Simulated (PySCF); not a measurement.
C₇H₁₁NSi.
Bonds: C1–C2 (double), C2–C3, C3–C4, C4–C5 (aromatic), C5–C6 (aromatic), C6–N7 (aromatic), N7–Si8, N7–C9 (aromatic), C4–C9 (aromatic). Hydrogens: H10, H11 on C1; H12 on C2; H13, H14 on C3; H15 on C5; H16 on C6; H17, H18, H19 on Si8; H20 on C9.

The same species was optimised twice, with GFN2-xTB and with PBE0-D3(BJ)/def2-SVP (PySCF), and the same property calculations (PySCF, gas phase) were run on both structures.

| coordinate | GFN2-xTB | PBE0-D3(BJ)/def2-SVP | change |
| --- | --- | --- | --- |
| N7–Si8 (Å) | 1.746 | 1.768 | +0.022 |
| C1=C2 (Å) | 1.319 | 1.333 | +0.014 |
| C4–C9 (Å) | 1.363 | 1.377 | +0.014 |
| C5–C6 (Å) | 1.360 | 1.373 | +0.013 |
| C6–N7 (Å) | 1.371 | 1.381 | +0.010 |
| N7–C9 (Å) | 1.372 | 1.382 | +0.010 |
| C4–C5 (Å) | 1.421 | 1.429 | +0.008 |
| C3–C4 (Å) | 1.497 | 1.500 | +0.003 |
| C2–C3 (Å) | 1.500 | 1.500 | 0.000 |
| C2–C3–C4 (°) | 110.1 | 112.6 | +2.5 |
| C6–N7–C9 (°) | 107.0 | 107.8 | +0.8 |
| C6–N7–Si8 (°) | 126.7 | 125.9 | -0.8 |
| C5–C6–N7 (°) | 109.6 | 108.9 | -0.7 |
| C4–C9–N7 (°) | 109.9 | 109.4 | -0.5 |
| C1–C2–C3 (°) | 124.6 | 125.1 | +0.5 |
| C3–C4–C9 (°) | 127.5 | 127.0 | -0.5 |
| C3–C4–C5 (°) | 126.2 | 126.5 | +0.3 |
| C1–C2–C3–C4 (°) | 121 | 121 | 0 |
| C2–C3–C4–C5 (°) | -82 | -55 | +27 |

Rotational constants: A = 4295, B = 626.2, C = 589.0 MHz (GFN2-xTB) against A = 5013, B = 596.5, C = 555.5 MHz (PBE0-D3(BJ)/def2-SVP). Point groups within 0.08 Å: C1 and C1.

On the GFN2-xTB structure: HOMO (eV) -6.15 [PBE0/pcSseg-1]; LUMO (eV) 0.29 [PBE0/pcSseg-1]; dipole (D) 1.73 [PBE0/pcSseg-1]; GIAO shielding of C1 (ppm) 69.3 [PBE0/pcSseg-1]; GIAO shielding of C2 (ppm) 35.9 [PBE0/pcSseg-1]; GIAO shielding of C3 (ppm) 148.5 [PBE0/pcSseg-1]; GIAO shielding of C4 (ppm) 53.7 [PBE0/pcSseg-1]; GIAO shielding of C5 (ppm) 67.0 [PBE0/pcSseg-1]; GIAO shielding of C6 (ppm) 57.5 [PBE0/pcSseg-1]; GIAO shielding of N7 (ppm) 107.9 [PBE0/pcSseg-1]; GIAO shielding of Si8 (ppm) 400.4 [PBE0/pcSseg-1].

Q: What do these properties become on the PBE0-D3(BJ)/def2-SVP structure?

A: 
```csv
property,level,on GFN2-xTB,on PBE0-D3(BJ)/def2-SVP,change
HOMO (eV),PBE0/pcSseg-1,-6.15,-6.18,-0.03
LUMO (eV),PBE0/pcSseg-1,0.29,0.25,-0.04
dipole (D),PBE0/pcSseg-1,1.73,1.60,-0.13
"energy, GFN2-xTB geometry as zero (kcal/mol)",PBE0/pcSseg-1,0.0,-1.8,-1.8
GIAO shielding of C1 (ppm),PBE0/pcSseg-1,69.3,63.2,-6.1
GIAO shielding of C2 (ppm),PBE0/pcSseg-1,35.9,35.1,-0.8
GIAO shielding of C3 (ppm),PBE0/pcSseg-1,148.5,148.0,-0.5
GIAO shielding of C4 (ppm),PBE0/pcSseg-1,53.7,52.1,-1.6
GIAO shielding of C5 (ppm),PBE0/pcSseg-1,67.0,64.3,-2.7
GIAO shielding of C6 (ppm),PBE0/pcSseg-1,57.5,54.4,-3.1
GIAO shielding of N7 (ppm),PBE0/pcSseg-1,107.9,104.1,-3.8
GIAO shielding of Si8 (ppm),PBE0/pcSseg-1,400.4,398.8,-1.6
```

The heavy atoms differ by 0.246 Å rms after alignment. Among bonds between heavy atoms N7–Si8 changes most (+0.022 Å). Changes are differences of the printed values. Neither structure is proved a minimum here.

Conformer computed: `[CH2:1]=[CH:2][CH2:3][c:4]1[cH:5][cH:6][n:7]([SiH3:8])[cH:9]1`: C1–C2–C3–C4 121°, C2–C3–C4–C5 -55°.
